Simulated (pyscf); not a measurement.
Single points on ωB97X-D3(BJ)/def2-SVP structures (PySCF, gas phase).

Q: PBE/def2-TZVP puts the barrier of `[SiH3][Si]([SiH3])([SiH3])[Cl]` → `[SiH3][SiH]([SiH3])[SiH2][Cl]` (concerted two-bond exchange; singlet surface; Cl–Si, H–Si broken, Cl–Si, H–Si formed) at 60.7 kcal/mol and the reaction energy at -0.5 kcal/mol, from the reactant's lowest minimum found. What do r²SCAN/def2-TZVP, B3LYP-D3(BJ)/def2-TZVP, ωB97M-D3(BJ)/def2-TZVP give on the same structures?

A: r²SCAN: ΔE‡ = 64.8 kcal/mol, ΔE = -1.1 kcal/mol; B3LYP-D3(BJ): ΔE‡ = 63.7 kcal/mol, ΔE = -0.6 kcal/mol; ωB97M-D3(BJ): ΔE‡ = 64.7 kcal/mol, ΔE = -1.4 kcal/mol. PBE's barrier lies under all of them, by 2.9 to 4.1 kcal/mol. Its reaction energy matches one of them and lies within 0.9 kcal/mol of the others. Low barriers are usual for a GGA, whose delocalisation error favours stretched bonds. One saddle was located; it need not be the lowest between these sides.
